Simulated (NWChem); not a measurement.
Species: H2TeO2; SMILES O[Te]O

```xyz
5

Te     0.0000     0.0000     0.3377
O     -1.5151    -0.0599    -0.9450
H     -1.6987     0.8485    -1.2189
O      1.5151     0.0599    -0.9450
H      1.6987    -0.8485    -1.2189
```
Atoms are numbered in this order, from 1.

Results from NWChem. The geometry was optimised at PBE0/def2-SVP. def2 effective core potentials on Te; no spin-orbit coupling. Ions are spin-unrestricted doublets at the neutral geometry; other ion states weren't tried.

Task: Order these by “−ε(HOMO) (eV)”, lowest first: PBE/def2-SVP; BHandHLYP/def2-SVP; r2SCAN/def2-SVP; B3LYP/def2-SVP.

Result: PBE/def2-SVP (4.89), r2SCAN/def2-SVP (5.21), B3LYP/def2-SVP (5.86), BHandHLYP/def2-SVP (7.17)
